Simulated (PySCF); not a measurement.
Species: C6H5ClFP.
SMILES with atom numbers: `[CH3:1][c:2]1[cH:3][p:4][c:5]([F:6])[c:7]([Cl:8])[cH:9]1` (hydrogens: H10, H11, H12 on C1; H13 on C3; H14 on C9)

Geometry (GFN2-xTB, Å), atoms numbered from 1 in this order:
```xyz
14
C6H5ClFP angstrom
C     -2.1019   -0.3595   -0.0980
C     -0.6683    0.0745   -0.0139
C     -0.3577    1.4139    0.1293
P      1.2207    2.1143    0.2469
C      2.1650    0.6576    0.1320
F      3.5044    0.8237    0.1950
C      1.6722   -0.6268   -0.0165
Cl     2.7964   -1.9431   -0.1165
C      0.3174   -0.9045   -0.0873
H     -2.7767    0.4828    0.0261
H     -2.3167   -1.0967    0.6735
H     -2.2964   -0.8218   -1.0645
H     -1.1770    2.1199    0.1761
H      0.0180   -1.9348   -0.2045
```

The calculation used PySCF, TDDFT B3LYP/def2-SVPD, vertical, gas phase, core orbitals frozen in the response.

```tsv
state	λ (nm)	E (eV)	f	|μ| (D)	main configurations (H = HOMO, L = LUMO)
S1	283.0	4.38	0.022	1.16	H-1→L (45%), H→L (34%), H→L+1 (14%)
S2	252.3	4.91	0.066	1.88	H→L (52%), H-1→L (34%)
S3	244.6	5.07	0.016	0.92	H-2→L (99%)
S4	218.4	5.68	0.274	3.57	H→L+1 (58%), H-1→L (16%), H-1→L+1 (10%)
S5	213.9	5.80	0.0008	0.19	H-2→L+1 (99%)
S6	212.0	5.85	0.0001	0.08	H→L+2 (97%)
S7	205.5	6.03	0.343	3.87	H-1→L+1 (71%), H→L+1 (13%)
S8	204.9	6.05	0.0006	0.17	H-3→L (98%)
```

Triplets, Tamm–Dancoff:

```csv
state,E (eV),λ (nm),"main configurations (H = HOMO, L = LUMO)"
T1,3.10,400.1,"H→L (83%), H-1→L (10%)"
T2,3.72,333.6,"H-1→L (84%), H→L (11%)"
T3,4.18,296.7,"H→L+1 (70%), H-1→L+1 (23%)"
```

The lowest singlet comes at 283 nm (423 kJ/mol) in the ultraviolet; it is weak; its leading configuration is HOMO-1→LUMO (45%). The most intense listed level is S7 at 6.03 eV (205 nm, f = 0.343), 1.65 eV above S1. Löwdin shares by element: HOMO carbon 49% or more, phosphorus 24% (atoms not listed hold the other 27%); LUMO carbon 45% or more, phosphorus 34% (atoms not listed hold the other 21%). The listed states span 1.67 eV, and the widest gap between neighbours is 0.61 eV (S3 to S4). Orbital energies (eV): HOMO-3 -9.05, HOMO-2 -8.12, HOMO-1 -7.36, HOMO -7.11, LUMO -2.12, LUMO+1 -1.16, LUMO+2 -0.23. The oscillator strengths of these states sum to 0.724; summed over the whole spectrum of an exact calculation they would give the number of electrons, 82 (Thomas–Reiche–Kuhn). Singlets were solved by full linear response, triplets in the Tamm–Dancoff approximation.

Hardware: Arm Neoverse V1, one thread, on a shared host. Cost: 55 s of wall time, 0.93 GiB resident at most.
